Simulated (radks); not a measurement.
Results of a calculation; reference values are marked as such.
These are the eigenvalues of the occupied orbitals of an atom or ion with whole-number occupations (hartree). Level of theory: scalar-relativistic Kohn-Sham, PBE, spin-unpolarised, spherical densities, finite nucleus; Fermi nuclear charge, rms radius of each element as measured or else 0.836 A^(1/3) + 0.57 fm (a radial shooting solver on a logarithmic mesh with Libxc functionals).

orbital  eigenvalue
1s        -932.2836
2s        -138.5116
2p        -124.3934
3s        -26.57740
3p        -21.93978
3d        -14.62724
4s         -4.91339
4p         -3.55870
4d         -1.60746

Which element is it, and in what charge state? The configuration may be excited.

Answer. Z = 47, silver, charge +3: Ag3+ in [Kr] 4d8. The list shows which subshells hold electrons but not how many an open one holds; the 1s level, -932.28 hartree, gives Z - s = 43.2 by -(Z - s)^2/2, which with screening and relativity narrows Z to a few neighbours, and the depths of the outer levels then fix element, charge and occupations together.
